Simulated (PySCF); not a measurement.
Delta-SCF ions had no search for a lower state. Excitations are Tamm–Dancoff values on a coarser integration grid. The basis has no diffuse functions, so Rydberg states are missing or too high.

C3H9Al, SMILES `[CH3][Al]([CH3])[CH3]` (charge 0, multiplicity 1)

These are PySCF 2.14.0 with ωB97X-D3(BJ)/def2-TZVP // B3LYP-D3(BJ)/def2-TZVP values and carry that method's errors.

```
Quantity                                                              Result
-------------------------------------------  -------------------------------
HOMO                                                               -10.00 eV
dipole moment                                                         0.00 D
HOMO–LUMO gap                                                       11.49 eV
LUMO                                                                 1.50 eV
S1 excitation (TDA)                                                  5.99 eV
S1 oscillator strength                                                 0.000
brightest of the four lowest singlets (TDA)                          7.27 eV
T1 excitation (TDA)                                                  5.74 eV
S1–T1 gap (TDA)                                                      0.26 eV
vertical ionisation energy (Delta-SCF)                               9.88 eV
total energy                                                    -362.3388 Ha
cost                                         around 2.2 core-minutes (rough)
```

```xyz
13

C      1.8901    -0.5100    -0.1395
Al     0.0008     0.0005    -0.0012
C     -1.3949    -1.3765    -0.0726
C     -0.4943     1.8870     0.2108
H      2.4193    -0.2852     0.7931
H      2.4001     0.0618    -0.9214
H      2.0370    -1.5714    -0.3512
H     -1.2028    -2.1745     0.6517
H     -1.4106    -1.8588    -1.0562
H     -2.3975    -0.9869     0.1168
H     -1.0383     2.0440     1.1484
H      0.3631     2.5634     0.2092
H     -1.1720     2.2067    -0.5878
```
Charge 0, spin multiplicity 1.
